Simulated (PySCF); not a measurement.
Cu₂I₄, SMILES [I]1[Cu]([I][Cu]1[I])[I], multiplicity 3.

Geometry: B3LYP-D3(BJ)/def2-SVP. The spin state was assumed, not searched. The def2 effective core potentials stand for the cores of I; spin–orbit coupling is left out.

Calculation: TDA-PBE/def2-SVPD in PySCF.

Vertical excitations. Isolated molecule, no solvent.

```
state   energy (eV)  λ (nm)      f            main pairs
------  -----------  ------  -----  --------------------
root 1         0.22    5580  0.000     β HOMO→LUMO 100 %
root 2         0.37    3376  0.000    β HOMO−2→LUMO 99 %
root 3         0.50    2481  0.000   β HOMO−3→LUMO 100 %
root 4         0.54    2282  0.000    β HOMO→LUMO+1 99 %
root 5         0.55    2262  0.010    β HOMO−1→LUMO 82 %
root 6         0.64    1933  0.000  β HOMO−1→LUMO+1 98 %
```
Unrestricted roots are not spin-pure.
